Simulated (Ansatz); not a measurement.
```yaml
crystal:
  periodic: [false, false, false]
  atoms:
    - {symbol: B, position_ang: [-0.911525, 3.318260, 1.923563]}
    - {symbol: C, position_ang: [-1.285536, 0.505464, 1.302793]}
    - {symbol: Si, position_ang: [1.260642, -0.590269, -0.891730]}
    - {symbol: N, position_ang: [0.611660, -3.579359, -1.860256]}
    - {symbol: F, position_ang: [1.395447, 1.415262, -3.168760]}
    - {symbol: H, position_ang: [0.548991, 3.945956, 3.536608]}
    - {symbol: H, position_ang: [-1.994373, 4.925303, 0.759910]}
    - {symbol: H, position_ang: [-3.065749, 0.082025, 0.334784]}
    - {symbol: H, position_ang: [-1.050234, -0.747284, 2.934842]}
    - {symbol: H, position_ang: [3.809678, -0.605945, 0.255939]}
    - {symbol: H, position_ang: [1.957524, -4.664670, -2.654091]}
    - {symbol: H, position_ang: [-1.131019, -4.108870, -2.409351]}
basis:
  gaussian: {orbitals: cc-pVDZ}
hamiltonian: {xc: {name: B3LYP5}}
scf: {lower_state_search: off}
output: {forces: true}
```

```sh
$ ansatz run in.yaml --threads 4 --pin off --events-out ev --progress --plain --max-ram 10444MiB
```

It prints (some lines left out):

```
Functional definition: B3LYP5
1020 factors; integrals over basis functions are off by at most 1.5e-3 eV
mean field evaluation 1: about -13845.8127 eV, gradient 8.4e1 eV
mean field evaluation 2: about -12950.8170 eV, gradient 2.7e2 eV
mean field evaluation 4: about -13362.4980 eV, gradient 2.1e2 eV
mean field evaluation 8: about -13866.1308 eV, gradient 2.7e1 eV
mean field evaluation 16: about -13869.7413 eV, gradient 8.4e-5 eV
mean field -13869.74126784 eV, -509.7035903447 hartree, gradient 2.6e-6 eV, S^2 0.000000; 0 other end points of the search recorded, 0 dependent functions left out
reference -13869.74175510 eV, -509.7036082513 hartree; 24, 24 occupied and 85, 85 virtual orbitals, 1020 factors
Total energy: -13869.74175510 eV, -509.7036082513 hartree
Atom 0 at    -0.911525     3.318260     1.923563 Å, force     0.181199     1.225589     0.246338 eV/Å
Atom 1 at    -1.285536     0.505464     1.302793 Å, force    -1.369307    -1.369229     0.632148 eV/Å
Atom 2 at     1.260642    -0.590269    -0.891730 Å, force     1.033851     0.830425    -1.013630 eV/Å
Atom 3 at     0.611660    -3.579359    -1.860256 Å, force    -0.474166    -2.213154    -1.346296 eV/Å
Atom 4 at     1.395447     1.415262    -3.168760 Å, force    -0.085193    -1.451814     1.688551 eV/Å
Atom 5 at     0.548991     3.945956     3.536608 Å, force    -1.471660    -0.713688    -1.650358 eV/Å
Atom 6 at    -1.994373     4.925303     0.759910 Å, force     1.093369    -1.711520     1.158029 eV/Å
Atom 7 at    -3.065749     0.082025     0.334784 Å, force     2.540017     0.552174     1.551316 eV/Å
Atom 8 at    -1.050234    -0.747284     2.934842 Å, force    -0.505613     1.789090    -2.357692 eV/Å
Atom 9 at     3.809678    -0.605945     0.255939 Å, force    -1.635095    -0.006787    -0.752536 eV/Å
Atom 10 at     1.957524    -4.664670    -2.654091 Å, force    -2.835022     2.103658     1.173464 eV/Å
Atom 11 at    -1.131019    -4.108870    -2.409351 Å, force     3.527617     0.965255     0.670666 eV/Å
Dipole moment:    -0.454976    -0.466530     0.914140 e Å
Checks for a lower state left out: stability, starts, cluster_reference, orbital_swaps, neighbouring_geometries, increment
```

Something in this input is off. What?

The coordinates are in bohr but typed as ångström. The run converged. The result belongs to that input, not to the molecule as meant.

B3LYP here is the variant with VWN-RPA as its local correlation; programs differ in this.
